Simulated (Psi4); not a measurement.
C4H10MgO (SMILES C[C](C)(C)[Mg][OH]), singlet, at a GFN2-xTB geometry (such geometries of metal compounds can be far from the true shape); R2SCAN/STO-3G run with Psi4 1.11.

Psi4 was given this input:
```
memory 2 GB

molecule {
0 1
Mg    0.08130961   -1.19782633   -0.70342418
C     0.09195632    0.74514500    0.03783196
C    -1.31642233    1.13767352    0.43853923
C     1.01313026    0.81965569    1.23961602
C     0.59902971    1.63606020   -1.08275389
H    -1.32237751    2.14894688    0.85901483
H    -1.70206390    0.45265345    1.19368553
H    -1.99105237    1.12212705   -0.41859295
H     0.68583877    0.12555403    2.01379965
H     2.04053577    0.57406011    0.96724230
H     1.00449777    1.83060599    1.66088486
H     1.61011713    1.36195249   -1.38494207
H    -0.05191081    1.58920714   -1.95616970
H     0.62505241    2.67902836   -0.74343445
O    -0.43568856   -2.52985513    0.21931557
H    -0.71500785   -3.30258475    0.69567743
}

set {
  basis sto-3g
}

energy('r2scan')
print_variables()
```

### Question
Predict the main parts of the log of this Psi4 run.

### Answer

```
   => Loading Basis Set <=

    Name: STO-3G
    Role: ORBITAL
    Keyword: BASIS

         ---------------------------------------------------------
                                   SCF
               by Justin Turney, Rob Parrish, Andy Simmonett
                          and Daniel G. A. Smith
                              RKS Reference
         ---------------------------------------------------------

  ==> Geometry <==

    Molecular point group: c1
    Full point group: C1

    Geometry (in Angstrom), charge = 0, multiplicity = 1:

       Center              X                  Y                   Z               Mass
    ------------   -----------------  -----------------  -----------------  -----------------
         MG           0.083157421640    -1.111310198565    -0.674307116407    23.985041697000
         C            0.093804131640     0.831661131435     0.066949023593    12.000000000000
         C           -1.314574518360     1.224189651435     0.467656293593    12.000000000000
         C            1.014978071640     0.906171821435     1.268733083593    12.000000000000
         C            0.600877521640     1.722576331435    -1.053636826407    12.000000000000
         H           -1.320529698360     2.235463011435     0.888131893593     1.007825032230
         H           -1.700216088360     0.539169581435     1.222802593593     1.007825032230
         H           -1.989204558360     1.208643181435    -0.389475886407     1.007825032230
         H            0.687686581640     0.212070161435     2.042916713593     1.007825032230
         H            2.042383581640     0.660576241435     0.996359363593     1.007825032230
         H            1.006345581640     1.917122121435     1.690001923593     1.007825032230
         H            1.611964941640     1.448468621435    -1.355825006407     1.007825032230
         H           -0.050062998360     1.675723271435    -1.927052636407     1.007825032230
         H            0.626900221640     2.765544491435    -0.714317386407     1.007825032230
         O           -0.433840748360    -2.443338998565     0.248432633593    15.994914619570
         H           -0.713160038360    -3.216068618565     0.724794493593     1.007825032230

  Running in c1 symmetry.

  Rotational constants: A =      0.14073  B =      0.05845  C =      0.05626 [cm^-1]
  Rotational constants: A =   4218.87349  B =   1752.33255  C =   1686.65342 [MHz]
  Nuclear repulsion =  277.005762446475671

  Charge       = 0
  Multiplicity = 1
  Electrons    = 54
  Nalpha       = 27
  Nbeta        = 27

  ==> Algorithm <==

  SCF Algorithm Type is DF.
  DIIS enabled.
  MOM disabled.
  Fractional occupation disabled.
  Guess Type is SAD.
  Energy threshold   = 1.00e-06
  Density threshold  = 1.00e-06
  Integral threshold = 1.00e-12

  ==> Primary Basis <==

  Basis Set: STO-3G
    Blend: STO-3G
    Number of shells: 30
    Number of basis functions: 44
    Number of Cartesian functions: 44
    Spherical Harmonics?: true
    Max angular momentum: 1

  ==> DFT Potential <==

   => LibXC <=

    Version 7.1.2
    S. Lehtola, C. Steigemann, M. J. T. Oliveira, and M. A. L. Marques,  SoftwareX 7, 1–5 (2018) (10.1016/j.softx.2017.11.002)

   => Composite Functional: R2SCAN <=

    r2SCAN Meta-GGA XC Functional  (0.1021/acs.jpclett.0c02405)
    J. W. Furness, A. D. Kaplan, J. Ning, J. P. Perdew, J. Sun  J. Phys. Chem. Lett.  11, 8208–8215, 2020

    Deriv               =              1
    GGA                 =           TRUE
    Meta                =           TRUE

    Exchange Hybrid     =          FALSE
    MP2 Hybrid          =          FALSE

   => Exchange Functionals <=

    1.0000   XC_MGGA_X_R2SCAN

   => Correlation Functionals <=

    1.0000   XC_MGGA_C_R2SCAN

   => LibXC Density Thresholds  <==

    XC_MGGA_C_R2SCAN:  1.00E-15
    XC_MGGA_X_R2SCAN:  1.00E-11

   => Molecular Quadrature <=

    Radial Scheme          =       TREUTLER
    Pruning Scheme         =           NONE
[...]
  Using in-core AOs.

  ==> MemDFJK: Density-Fitted J/K Matrices <==

    J tasked:                   Yes
    K tasked:                    No
    wK tasked:                   No
    Algorithm:                 Core
    Schwarz Cutoff:           1E-12
    Mask sparsity (%):       1.2397
    Fitting Condition:        1E-10

   => Auxiliary Basis Set <=

  Basis Set: (STO-3G AUX)
    Blend: DEF2-UNIVERSAL-JKFIT
    Number of shells: 219
    Number of basis functions: 669
    Number of Cartesian functions: 786
    Spherical Harmonics?: true
    Max angular momentum: 4

  Minimum eigenvalue in the overlap matrix is 2.0262842023E-01.
  Reciprocal condition number of the overlap matrix is 7.7799469539E-02.
    Using symmetric orthogonalization.

  ==> Pre-Iterations <==

  SCF Guess: Superposition of Atomic Densities via on-the-fly atomic UHF (no occupation information).

   -------------------------
    Irrep   Nso     Nmo
   -------------------------
     A         44      44
   -------------------------
    Total      44      44
   -------------------------

  ==> Iterations <==

                           Total Energy        Delta E     RMS |[F,P]|

   @DF-RKS iter SAD:  -424.81876667932340   -4.24819e+02   0.00000e+00
   @DF-RKS iter   1:  -428.02527613533641   -3.20651e+00   8.27280e-03 DIIS/ADIIS
   @DF-RKS iter   2:  -426.43200135546169    1.59327e+00   3.63353e-02 DIIS/ADIIS
   @DF-RKS iter   3:  -428.10726292338603   -1.67526e+00   4.51897e-03 DIIS/ADIIS
   @DF-RKS iter   4:  -428.12945498061185   -2.21921e-02   1.58028e-03 DIIS/ADIIS
   @DF-RKS iter   5:  -428.13283606740902   -3.38109e-03   2.06834e-04 DIIS/ADIIS
   @DF-RKS iter   6:  -428.13290609345199   -7.00260e-05   2.64357e-05 DIIS
   @DF-RKS iter   7:  -428.13290691267633   -8.19224e-07   9.95105e-06 DIIS
   @DF-RKS iter   8:  -428.13290703003935   -1.17363e-07   1.21101e-06 DIIS
   @DF-RKS iter   9:  -428.13290703193672   -1.89738e-09   1.98397e-07 DIIS
  Energy and wave function converged.

  ==> Post-Iterations <==

   Electrons on quadrature grid:
      Ntotal   =   54.0000033650 ; deviation = 3.365e-06

    Orbital Energies [Eh]
    ---------------------

    Doubly Occupied:

[...]
    Virtual:

[...]
    Final Occupation by Irrep:
              A
    DOCC [    27 ]
    NA   [    27 ]
    NB   [    27 ]

  @DF-RKS Final Energy:  -428.13290703193672

   => Energetics <=

    Nuclear Repulsion Energy =            277.0057624464756714
    One-Electron Energy =               -1143.3889343164760248
    Two-Electron Energy =                 488.9812239275399861
    DFT Exchange-Correlation Energy =     -50.7309590894764142
    Empirical Dispersion Energy =           0.0000000000000000
    VV10 Nonlocal Energy =                  0.0000000000000000
    Total Energy =                       -428.1329070319367247

Computation Completed

Properties will be evaluated at   0.000000,   0.000000,   0.000000 [a0]

Properties computed using the SCF density matrix

 Multipole Moments:

 ------------------------------------------------------------------------------------
     Multipole            Electronic (a.u.)      Nuclear  (a.u.)        Total (a.u.)
 ------------------------------------------------------------------------------------

 L = 1.  Multiply by 2.5417464519 to convert [e a0] to [Debye]
 Dipole X            :          0.1114375            0.1885603            0.2999978
 Dipole Y            :         -9.7082100            8.8285573           -0.8796528
 Dipole Z            :         -4.1627342            2.9712564           -1.1914778
 Magnitude           :                                                    1.5110946

 ------------------------------------------------------------------------------------

  Variable Map:
  ----------------------------------------------------------------------------
[...]
  Array Variable Map:
  ----------------------------------------------------------------------------
[...]
[...]
```
